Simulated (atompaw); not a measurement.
An all-electron radial function and its pseudo partner (gallium)

Columns: radius, all-electron u(r) and pseudo u(r) of the 4s shell (level -8.95 eV) of gallium in the configuration [Ar] 3d10 4s2 4p1; PBE, scalar-relativistic, PAW (atompaw) scheme, atompaw 4.2.0.5.

| r (bohr) | all-electron | pseudo |
| --- | --- | --- |
| 0.090 | 0.1021 | 0.0669 |
| 0.181 | 0.1668 | 0.1338 |
| 0.271 | -0.0292 | 0.1987 |
| 0.362 | -0.2200 | 0.2623 |
| 0.452 | -0.3082 | 0.3226 |
| 0.542 | -0.2997 | 0.3798 |
| 0.633 | -0.2241 | 0.4341 |
| 0.723 | -0.1137 | 0.4838 |
| 0.813 | 0.0103 | 0.5292 |
| 0.904 | 0.1352 | 0.5705 |
| 0.994 | 0.2502 | 0.6066 |
| 1.085 | 0.3537 | 0.6383 |
| 1.175 | 0.4417 | 0.6648 |
| 1.265 | 0.5153 | 0.6866 |
| 1.356 | 0.5757 | 0.7041 |
| 1.446 | 0.6227 | 0.7169 |
| 1.537 | 0.6587 | 0.7256 |
| 1.627 | 0.6842 | 0.7303 |
| 1.717 | 0.7010 | 0.7314 |
| 1.808 | 0.7102 | 0.7291 |
| 1.898 | 0.7129 | 0.7238 |
| 1.988 | 0.7101 | 0.7157 |
| 2.079 | 0.7026 | 0.7050 |
| 2.169 | 0.6913 | 0.6921 |
| 2.260 | 0.6768 | 0.6769 |
| 2.350 | 0.6598 | 0.6598 |

(1) How many radial nodes do the two functions have?

(2) Is the pseudo-wave norm-conserving?

Results:

(1) The all-electron 4s function has n − l − 1 = 3 (the table is too coarse to show those close to the nucleus); the pseudo-wave has 0, since the states of the same l below it are removed with the core.

(2) No, it belongs to a PAW set: the norm inside the radius is not constrained, and the difference is carried by the augmentation charge.
